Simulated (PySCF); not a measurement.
Radial density of Ge⁺ (germanium, charge +1)

UHF, [Ar] 3d10 4s2 4p1, 2P determinant. Calculation: PySCF 2.14, in aug-cc-pVQZ-PP with one added diffuse shell each of s, p, d, f, g type with ECP10MDF (8s7p6d4f3g, 114 functions); a scalar-relativistic core potential. This is the valence pseudo-density: the core potential removes the inner electrons and smooths the orbitals near the nucleus.

| r (bohr) | 4πr²ρ (e/bohr) | 4πr²(ρα − ρβ) |
| --- | --- | --- |
| 0.00101 | 1.239e-05 | 0.0000 |
| 0.00170 | 3.467e-05 | 0.0000 |
| 0.00286 | 9.515e-05 | 0.0000 |
| 0.00480 | 0.0002500 | 0.0000 |
| 0.00808 | 0.0006127 | 0.0000 |
| 0.0136 | 0.001400 | 0.0000 |
| 0.0229 | 0.002926 | 0.0000 |
| 0.0385 | 0.007413 | 0.0000 |
| 0.0647 | 0.04559 | -0.0001 |
| 0.109 | 0.4345 | -0.0006 |
| 0.183 | 3.084 | -0.0027 |
| 0.308 | 14.17 | 0.0127 |
| 0.518 | 28.82 | 0.0366 |
| 0.871 | 14.10 | -0.0030 |
| 1.46 | 3.057 | 0.2883 |
| 2.46 | 1.245 | 0.4352 |
| 4.14 | 0.1597 | 0.0965 |
| 6.97 | 0.001776 | 0.0015 |

Energies and moments cover only the electrons outside the core potential.

(1) Where is the radial spin density 4πr²(ρα − ρβ) most negative, and why is it negative at all?

## Answers

(1) Around r = 0.871 bohr, down to -0.0030 e/bohr: exchange with the open shell polarises the paired shells in an unrestricted calculation.
